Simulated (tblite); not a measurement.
BCl$_{3}$, charge +1, doublet, geometry from GFN2-xTB (a state made from the parent by changing its charge; the spin is typed, not shown lowest); GFN1-xTB with ALPB(water) (tblite).

The tblite input:
```
$ tblite run mol.xyz --method gfn1 --charge 1 --spin 1 --alpb water --json tblite.json --no-restart

# file mol.xyz
4

B      0.00336297     0.01139026     0.00718164
Cl     1.66375238    -0.23544451    -0.40830039
Cl    -0.64768487    -0.71520269     1.43499293
Cl    -1.01705661     0.94729713    -1.02880479
```

Output, abridged:

```
xTB calculator
 | screened Coulomb repulsion
 | Coulomb electrostatics
 |  * isotropic Klopman-Ohno-Mataga-Nishimoto electrostatics
 |  * onsite third-order electrostatics
 | DFT-D3(BJ) dispersion correction
 | Interactions (3)
 | [1] alpb/gbsa reaction field model
 | [2] cds contribution to solvation
 | [3] empirical free energy shift and standard state/solvent correction

halogen bonding energy    0.0000000000000E+00 Eh
repulsion energy          4.6062219405191E-02 Eh
dispersion energy        -1.6925107578990E-03 Eh
interaction energy       -1.2375039007219E-04 Eh
number of electrons       2.3000000000000E+01 e
integral cutoff           2.1261634374110E+01 bohr

------------------------------------------------------------
  cycle        total energy    energy error   density error
------------------------------------------------------------
      1     -13.75405797162  -1.3798304E+01   3.4760040E-01
      2     -13.76590418080  -1.1846209E-02   2.2142893E-01
      3     -13.76584948102   5.4699780E-05   5.3543709E-02
      4     -13.76592191314  -7.2432119E-05   1.1481333E-02
      5     -13.76601578471  -9.3871572E-05   1.1929318E-03
      6     -13.76601684871  -1.0639948E-06   3.3653616E-04
      7     -13.76601692578  -7.7065378E-08   6.0882896E-05
      8     -13.76601692472   1.0597052E-09   8.1292403E-05
      9     -13.76601692987  -5.1508255E-09   1.0216695E-07
------------------------------------------------------------

electronic energy        -1.3810262888123E+01 Eh
total energy             -1.3766016929866E+01 Eh

Post processing:
 | Mayer-Wiberg bond orders

[Info] JSON dump of results written to 'tblite.json'
```
